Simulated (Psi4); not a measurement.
Psi4 input (wB97X-D/6-31G*):

```
memory 1500 MB

molecule {
1 2
F    -0.92925200    1.15465600   -0.28867100
C    -0.47716000    0.04464200    0.31775000
F    -1.09408900   -1.01463200   -0.23143000
Cl    1.28023100   -0.09512200    0.08181600
H    -0.69089000    0.08900600    1.38353900
symmetry c1
no_reorient
no_com
}

set {
  basis 6-31G*
  reference uks
  scf_type pk
  dft_radial_points 99
  dft_spherical_points 590
  e_convergence 1e-8
  d_convergence 1e-7
  maxiter 150
}

e = energy('wb97x-d')
print_out(f'\nFINAL {e:.10f} DIPOLE {variable("CURRENT DIPOLE")[0]:.6f} {variable("CURRENT DIPOLE")[1]:.6f} {variable("CURRENT DIPOLE")[2]:.6f}\n')
```

From the output:

```
    Beta Virtual:

      21A     -0.491875    22A     -0.198613    23A     -0.063357
      24A     -0.033025    25A      0.005704    26A      0.168783
      27A      0.235975    28A      0.259208    29A      0.261500
      30A      0.316684    31A      0.322565    32A      0.413723
      33A      0.590362    34A      0.592359    35A      0.621063
      36A      0.630445    37A      0.681162    38A      0.733384
      39A      0.855082    40A      0.955399    41A      1.020032
      42A      1.071641    43A      1.083640    44A      1.207028
      45A      1.253785    46A      1.262221    47A      1.274497
      48A      1.526049    49A      1.581677    50A      1.631603
      51A      1.658712    52A      1.699706    53A      1.790231
      54A      1.878284    55A      1.925136    56A      1.961315
      57A      1.983720    58A      2.268628    59A      2.279389
      60A      2.480913    61A      2.830562    62A      2.846119
      63A      3.878185    64A      3.945688    65A      4.117914
      66A      4.350146

    Final Occupation by Irrep:
              A
    DOCC [    20 ]
    SOCC [     1 ]
    NA   [    21 ]
    NB   [    20 ]

  @UKS Final Energy:  -698.03516787197304

   => Energetics <=

    Nuclear Repulsion Energy =            167.1956765921689509
    One-Electron Energy =               -1285.7902492044850078
    Two-Electron Energy =                 459.8452520505136931
    DFT Exchange-Correlation Energy =     -39.2854000310746514
    Empirical Dispersion Energy =          -0.0004472790959179
    VV10 Nonlocal Energy =                  0.0000000000000000
    Total Energy =                       -698.0351678719731581

  UHF NO Occupations:
  HONO-2 :   19  A 1.9996565
  HONO-1 :   20  A 1.9991647
  HONO-0 :   21  A 1.0000000
  LUNO+0 :   22  A 0.0008353
  LUNO+1 :   23  A 0.0003435
  LUNO+2 :   24  A 0.0001633
  LUNO+3 :   25  A 0.0000547

Computation Completed

Properties will be evaluated at   0.000000,   0.000000,   0.000000 [a0]

Properties computed using the SCF density matrix

 Multipole Moments:

 ------------------------------------------------------------------------------------
     Multipole            Electronic (a.u.)      Nuclear  (a.u.)        Total (a.u.)
 ------------------------------------------------------------------------------------

 L = 1.  Multiply by 2.5417464519 to convert [e a0] to [Debye]
 Dipole X            :          1.1258044            0.0000151            1.1258195
 Dipole Y            :         -0.0635372           -0.0000000           -0.0635372
 Dipole Z            :          0.8341724            0.0000038            0.8341762
 Magnitude           :                                                    1.4026248

 ------------------------------------------------------------------------------------

FINAL -698.0351678720 DIPOLE 1.125819 -0.063537 0.834176

*** Psi4 exiting successfully. Buy a developer a beer!
```

The dipole moment of an ion depends on the origin.

The geometry given is a B3LYP-D3(BJ)/def2-TZVP minimum of the species of charge 0 and multiplicity 1, not of this state.
